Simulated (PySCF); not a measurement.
Input for PySCF: R-BP86/LANL2DZ on GeH3N (SMILES [NH2][GeH]), a point of a bond scan (R = 0.807 Å).

```python
from pyscf import gto, scf, dft, mp
from pyscf.data.elements import chemcore

mol = gto.M(
    atom='''
    Ge   -0.14236253    0.24006627    0.31200616
    H    -0.50045421    1.34585812   -0.79743283
    N     0.51606097   -0.92124331   -0.93851753
    H     0.55003619   -0.78766279   -1.73330244
    H     0.88509843   -1.82500787   -0.68514287
    ''',
    basis='lanl2dz',
    ecp={'Ge': 'lanl2dz'},
    charge=0, spin=0, verbose=3, max_memory=1800)
mf = dft.RKS(mol, xc='b88,p86')
mf.conv_tol = 1e-8
mf.max_cycle = 100
mf.kernel()
if not mf.converged:
    mf = mf.newton().run(mf.mo_coeff, mf.mo_occ)
```

The log:

```
converged SCF energy = -60.2739918439081
```

The calculation finished and met its thresholds.

Cost: around 1.5 core-seconds (rough).
